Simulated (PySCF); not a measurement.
A mixed set of molecules.

All values: PBE0/pcSseg-1 (PySCF) at GFN2-xTB geometries, gas phase, one conformer each.

Question: Rank by HOMO–LUMO gap, lowest first.
A. `C[C@H](N[SiH3])C(F)F`
B. `C1([C@@H]([SiH2][Si@H](C)C1)F)=O`
C. `O=C/C=C(\F)[SiH2]C[SiH3]`

Answer: C (5.41 eV), B (6.07 eV), A (7.56 eV).

All values together:

```
                        SMILES    formula  μ (D)  HOMO (eV)  LUMO (eV)  lowest IAO charge (e)  highest IAO charge (e)  lowest Hirshfeld charge (e)  highest Hirshfeld charge (e)
        [H]/N=C\C/C=C\[SiH2]Cl  C4H8ClNSi   3.41      -7.33      -1.25             -0.463 (C)             +0.785 (Si)                   -0.234 (N)                   +0.344 (Si)
          C[C@H](N[SiH3])C(F)F  C3H9F2NSi   1.54      -7.17       0.40             -0.680 (N)             +0.749 (Si)                   -0.241 (N)                   +0.351 (Si)
C[Si@@H]1CC(=O)[C@H](F)[SiH2]1  C4H9FOSi2   3.13      -7.19      -1.12             -0.701 (C)             +0.640 (Si)                   -0.242 (O)                   +0.302 (Si)
      O=C/C=C(\F)[SiH2]C[SiH3]  C4H9FOSi2   3.81      -7.43      -2.02             -0.823 (C)             +0.757 (Si)                   -0.242 (C)                   +0.346 (Si)
```

Conformers: `[H]/[N:1]=[CH:2]\[CH2:3]/[CH:4]=[CH:5]\[SiH2:6][Cl:7]` with N1–C2–C3–C4 117°, C2–C3–C4–C5 102°, C4–C5–Si6–Cl7 -62°; `[CH3:1][C@H:2]([NH:3][SiH3:4])[CH:5]([F:6])[F:7]` with C1–C2–N3–Si4 87°, C1–C2–C5–F6 -63°; `[CH3:1][Si@@H:2]1[CH2:3][C:4](=[O:5])[C@H:6]([F:7])[SiH2:8]1` with C1–Si2–C3–C4 -144°, Si2–C3–C4–O5 -108°, C3–C4–C6–F7 44°, C4–C6–Si8–Si2 37°; `[O:1]=[CH:2]/[CH:3]=[C:4](\[F:5])[SiH2:6][CH2:7][SiH3:8]` with O1–C2–C3–C4 179°, C3–C4–Si6–C7 -106°, C4–Si6–C7–Si8 -173°.
